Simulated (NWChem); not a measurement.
## A calculation on isocyanic acid (CHNO)

SMILES: N=C=O
```xyz
4

N      1.1600    -0.0732     0.0000
C     -0.0468     0.0195     0.0000
O     -1.2104    -0.0341     0.0000
H      1.8440     0.6681     0.0000
```
Charge 0, spin multiplicity 1.

The numbers come from NWChem runs, not from measurements. The geometry was optimised at PBE0/def2-SVP, a minimum by its harmonic frequencies.

Symmetry labels belong to the abelian group Cs used in the runs, with the axes of the coordinates shown.

Task: List the lowest 4 singlet excitations that TD-PBE/aug-cc-pVDZ gives, with oscillator strengths.

Result: 
```csv
state,symmetry,energy (eV),wavelength (nm),f
1,a",6.52,190,0.001
2,a",6.66,186,0.012
3,a',7.20,172,0.013
4,a',7.62,163,0.015
```
